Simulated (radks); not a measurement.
Numerical settings for the samarium ion Sm2+, [Xe] 4f6. Calculated with a radial shooting solver on a logarithmic mesh with Libxc functionals: scalar-relativistic Kohn-Sham, SCAN, spin-polarised, spherical densities, finite nucleus; open shells are filled with parallel spins first (spin-orbit coupling, left out, can overturn this in heavy ions); meta-GGA in the generalised Kohn-Sham scheme; Fermi nuclear charge, rms radius 5.0819 fm. The defaults (mesh step 0.008 in ln r, mesh end at 40 bohr or more with all orbitals vanishing there, Anderson mixing 0.5 over 9 steps, residual threshold near 1e-9 with the energy settled to 1e-9 hartree or 1e-11 of itself, here a cap of 84 iterations) give E = -10427.878 hartree and 4f at -17.206 eV in 15 iterations. Run on one thread of a shared host, so times are rough (Arm Neoverse V2): 0.25 s of CPU time, 0.25 s wall, 15 iterations on 2254 mesh points. Changes against that run (0 stands for a change within the tolerance of the run):

| setting | iterations | converged | E (mhartree) | e(4f) (meV) | CPU (s) |
|---|---|---|---|---|---|
| mesh step in ln r 0.12 | 4 | no | diverged | - | 0.01 |
| mesh step in ln r 0.003 | 24 | yes | -0.226 | -0.00681 | 0.9 |
| mesh step in ln r 0.03 | 14 | yes | -34.2 | -11.7 | 0.07 |
| mesh end (bohr) 2 | 14 | level above zero | +9.4e+03 | +4.23e+04 | 0.19 |
| mesh end (bohr) 5 | 15 | yes | +4.83 | +195 | 0.23 |
| residual threshold 1e-05 | 15 | yes | 0 | 0 | 0.25 |
| residual threshold 1e-16 | 84 | no | 0 | 0 | 0.65 |
| mixing 0.05 | 26 | yes | 0 | -0.0079 | 0.39 |
| linear mixing, mixing 1 | 37 | no | diverged | - | 1.4 |
| linear mixing, mixing 0.5 | 40 | yes | 0 | 0 | 0.51 |
| mixing history 2 | 29 | yes | 0 | -0.00832 | 0.42 |
| iteration cap 2 | 2 | no | +1.48e+03 | -2.59e+04 | 0.05 |

Settled on a wrong energy, with an occupied level pushed above zero by the early mesh end: mesh end (bohr) 2 (+9.4 hartree). Apart from these: settings that end as converged yet miss the energy by more than 1 mhartree: mesh step in ln r 0.03 (-0.0342 hartree); mesh end (bohr) 5 (+0.00483 hartree). A mesh that ends early acts as a hard wall.
